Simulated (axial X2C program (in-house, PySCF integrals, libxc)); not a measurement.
**PbN: from the spin-free to the two-component result**

Calculated with an axial X2C code built on PySCF integrals. Spin-free means the one-electron spin-free X2C Hamiltonian; two-component (2c) means X2C with spin–orbit coupling and atomic mean-field two-electron Coulomb and Gaunt terms, so the difference of the two also holds small scalar two-electron terms. Basis: Pb dyall-cv3z [12s14p10d7f1g], N dyall-av3z [7s7p3d2f] (cores contracted in-house); Gaussian nuclei, density fitting, unrestricted open shells. Masses: Pb 207.977 u, N 14.003 u.

Spin-free state: M_S = 1/2, Λ = 1 (beyond evenly filled blocks: π+α, π+β, π-α); fragments Pb + N.

| level | Re (Å) | ωe (cm⁻¹) | De (eV) | μ (D) |
| --- | --- | --- | --- | --- |
| PBE0 | 2.052 | 555.7 | 2.161 | -3.72 |
| PW91 | 2.064 | 598.4 | 2.857 | -3.70 |

Dipoles are positive if N is the positive end.

Within this multiplet, which Ω should lie lowest by the rule for regular and inverted multiplets?

The open π shell holds three electrons, one hole, so the multiplet is inverted: Ω = Λ + 1/2 = 3/2. The PBE0 2c search agrees.

Two-component determinant lowest at the distance of the search:

Ω = 3/2 (⟨Sz⟩ = 0.56, ⟨Lz⟩ = 0.94 at PBE0); fragments Pb + N.

| level | Re (Å) | ωe (cm⁻¹) | De (eV) | μ (D) |
| --- | --- | --- | --- | --- |
| PBE0 | 2.085 | 491.8 | 1.420 | -3.26 |
| PW91 | 2.083 | 542.6 | 2.022 | -3.40 |

From the two tables, how do the constants change at the PBE0 level (2c against spin-free)?

At the PBE0 level Re rises by 0.033 Å and ωe goes down by 63.9 cm⁻¹; De changes by -0.741 eV.

One determinant describes the state; a PBE0 search over occupations chose it and may have missed a lower one. Dissociation energies refer to the lowest single-determinant-based atoms at the same level and basis. Density functionals use the spin component along the axis (collinear). PBE0 can misorder states that lie within some tenths of an eV, so this need not be the ground state of the molecule. The nearest other spin-free determinant of the search, M_S = 1/2, Λ = 0, lies 0.30 eV up at the distance of the search. The functionals have no current-density term, which raises determinants with orbital currents, atoms included. At some level and bond length an empty orbital lies below a filled one. The determinant is spin-polarised beyond a pure state at some levels (its spin-free form has ⟨S²⟩ too high), which makes Re and μ there less reliable.
